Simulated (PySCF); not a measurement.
**How methods differ on the ionisation energy of Ca**

Ca [Ar] 4s2 → Ca⁺ [Ar] 4s1 [4s1/2^1, M_J = 1/2], as a difference of total energies. Calculation: PySCF 2.14, in x2c-QZVPPall-2c; the two-component X2C-1e Hamiltonian. Correlated levels: [Ne] frozen; the 8 highest virtual spinors dropped. "Screened" scales the spin-orbit matrix elements by Boettger's factors to mimic the two-electron term; Breit and QED terms are absent.

```csv
method,ionisation energy (eV),error (eV)
GHF (screened spin-orbit),5.136,-0.977
GMP2 (screened spin-orbit),5.959,-0.154
```

Reference: 6.113 eV (measured; NIST Atomic Spectra Database, ionization energies).

Errors of the correlated levels include the incompleteness of this basis and the frozen core.

MP2 underrates the near-degeneracy of ns² with np² in the lower species.
